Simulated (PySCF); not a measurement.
PySCF input (CCSD(T)/cc-pVDZ):

```python
from pyscf import gto, scf, mp, cc as ccmod

mol = gto.M(
    atom='''
    Si    0.02753975    1.03862246    0.71309319
    H    -0.36034013    2.35242851    0.12511369
    Si   -0.00151251   -0.91693400   -0.54917638
    H     0.92469477   -0.82780926   -1.70569212
    H    -1.36482314   -1.21305851   -1.05615390
    H     0.43608710   -2.01519925    0.34189710
    ''',
    basis='cc-pvdz',
    charge=0,
    spin=2,
    verbose=4,
)

mf = scf.UHF(mol)
mf.conv_tol = 1e-10
mf.max_cycle = 100
mf.kernel()
mo, _, stable, _ = mf.stability(return_status=True)
if not stable:
    mf.kernel(mf.make_rdm1(mo, mf.mo_occ))
mp2 = mp.MP2(mf, frozen=10).run()
cc = ccmod.CCSD(mf, frozen=10)
cc.max_cycle = 100
cc.kernel()
et = cc.ccsd_t()
print(f'E(CCSD(T)) = {cc.e_tot + et:.9f}')
```

End of the output:

```
Extra cycle  E= -580.11868864809  delta_E= -6.82e-13  |g|= 5.99e-07  |ddm|= 1.97e-06
converged SCF energy = -580.11868864809  <S^2> = 2.0114051  2S+1 = 3.0075938
uhf_internal: lowest eigs of H = [0.30219227 0.33467698 0.36417036]
<class 'pyscf.scf.uhf.UHF'> wavefunction is stable in the internal stability analysis

******** <class 'pyscf.mp.ump2.UMP2'> ********
nocc = (np.int64(7), np.int64(5)), nmo = (46, 46)
frozen orbitals 10
E(UMP2) = -580.289213697778  E_corr = -0.170525049687849
E(SCS-UMP2) = -580.298272050698  E_corr = -0.179583402607381
E_corr(same-spin) = -0.0288999888669661
E_corr(oppo-spin) = -0.141625060820883

******** <class 'pyscf.cc.uccsd.UCCSD'> ********
CC2 = 0
CCSD nocc = (np.int64(7), np.int64(5)), nmo = (46, 46)
frozen orbitals 10
max_cycle = 100
direct = 0
conv_tol = 1e-07
conv_tol_normt = 1e-06
diis_space = 6
diis_start_cycle = 0
diis_start_energy_diff = 1e+09
Init t2, MP2 energy = -0.170525049455798
Init E_corr(UCCSD) = -0.170525049456238
cycle = 1  E_corr(UCCSD) = -0.201892238560974  dE = -0.0313671891  norm(t1,t2) = 0.0718052
cycle = 2  E_corr(UCCSD) = -0.209801225123384  dE = -0.00790898656  norm(t1,t2) = 0.0269912
cycle = 3  E_corr(UCCSD) = -0.214036699912519  dE = -0.00423547479  norm(t1,t2) = 0.0134744
cycle = 4  E_corr(UCCSD) = -0.213889271517832  dE = 0.000147428395  norm(t1,t2) = 0.00402779
cycle = 5  E_corr(UCCSD) = -0.213851354246177  dE = 3.79172717e-05  norm(t1,t2) = 0.00163805
cycle = 6  E_corr(UCCSD) = -0.21388701641673  dE = -3.56621706e-05  norm(t1,t2) = 0.000749502
cycle = 7  E_corr(UCCSD) = -0.21388949468835  dE = -2.47827162e-06  norm(t1,t2) = 0.000312241
cycle = 8  E_corr(UCCSD) = -0.213890723031248  dE = -1.2283429e-06  norm(t1,t2) = 0.000138017
cycle = 9  E_corr(UCCSD) = -0.213890957267735  dE = -2.34236487e-07  norm(t1,t2) = 6.48512e-05
cycle = 10  E_corr(UCCSD) = -0.213890000661531  dE = 9.56606204e-07  norm(t1,t2) = 2.57729e-05
cycle = 11  E_corr(UCCSD) = -0.213889509980728  dE = 4.90680804e-07  norm(t1,t2) = 8.55872e-06
cycle = 12  E_corr(UCCSD) = -0.213889344022545  dE = 1.65958183e-07  norm(t1,t2) = 3.50596e-06
cycle = 13  E_corr(UCCSD) = -0.213889322100585  dE = 2.19219596e-08  norm(t1,t2) = 1.68604e-06
cycle = 14  E_corr(UCCSD) = -0.213889330948009  dE = -8.84742427e-09  norm(t1,t2) = 7.33027e-07
UCCSD converged
E(UCCSD) = -580.3325779790382  E_corr = -0.2138893309480093
UCCSD(T) correction = -0.00535066104753317
E(CCSD(T)) = -580.337928640
```

This is an excited triplet: at this geometry the singlet lies 0.18 eV lower at RI-MP2/CBS(aug-cc-pV(T+d)Z,aug-cc-pV(Q+d)Z)+[CCSD(T)-MP2]/aug-cc-pV(T+d)Z.
